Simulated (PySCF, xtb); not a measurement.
C2H6Be, SMILES [CH3][Be][CH3].

Harmonic wavenumbers (cm⁻¹) from xtb with GFN2-xTB at its own minimum, in rising order: 17, 139, 139, 455, 455, 478, 590, 590, 962, 1392, 1393, 1514, 1514, 1515, 1515, 2970, 2970, 2973, 2973, 3004, 3005.

**Question.** What does PBE-D3(BJ)/def2-TZVP in PySCF give at its own minimum? (The exact figures need the calculation; the answer reports its results.)

**Answer.** 30, 200, 200, 541, 545, 545, 733, 733, 1086, 1186, 1217, 1393, 1393, 1396, 1396, 2950, 2951, 3021, 3021, 3021, 3021. Paired by order, the mean absolute difference is 87 cm⁻¹ and the zero-point energies are 43.7 and 43.7 kcal/mol.
